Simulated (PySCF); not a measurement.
Species: C₂H₄AlCl₂Ga.
Bonds: C1–C2 (triple), C2–Ga3, Ga3–Cl4, Cl4–Al5, Al5–Cl6, Ga3–Cl6. Hydrogens: H7 on C1; H8 on Ga3; H9, H10 on Al5.

Method: PBE0-D3(BJ)/def2-SVP geometry optimisation, gas phase (PySCF).

What internal coordinates does the optimisation give?

```
            bond  length (Å)
           C1≡C2       1.218
          C2–Ga3       1.900
Ga3–Cl4, Ga3–Cl6       2.371
Cl4–Al5, Al5–Cl6       2.314
           C1–H7       1.076
          Ga3–H8       1.544
          Al5–H9       1.578
         Al5–H10       1.578
```

Bonds in one row agree within 0.01 Å and their mean is given. A selection of angles:
```
      angle  degrees
   C2–C1–H7    179.9
  C1–C2–Ga3    179.6
 C2–Ga3–Cl4    106.0
  C2–Ga3–H8    131.9
Cl4–Ga3–Cl6     88.3
 Cl4–Ga3–H8    107.9
Ga3–Cl4–Al5     90.2
Cl4–Al5–Cl6     91.1
 Cl4–Al5–H9    108.4
Cl4–Al5–H10    108.1
 H9–Al5–H10    127.0
```

Torsions: C2–Ga3–Cl4–Al5 105° (anticlinal); Ga3–Cl4–Al5–Cl6 2° (synperiplanar); Cl4–Al5–Cl6–Ga3 -2° (synperiplanar); C2–Ga3–Cl6–Al5 -105° (anticlinal).

Ga3 (gallium bonded to C, 2 Cl and H) has angles from 88.3° to 131.9°. Al5 (aluminium bonded to 2 Cl and 2 H) has angles from 91.1° to 127.0°. The 4-membered ring Ga3–Cl4–Al5–Cl6 has internal angles of 88.3° to 91.1°; it is almost planar, 0.02 Å rms from its mean plane, widest ring torsion 2°.

Point group: Cs (tolerance 0.08 Å). Not checked by PBE0-D3(BJ)/def2-SVP frequencies.
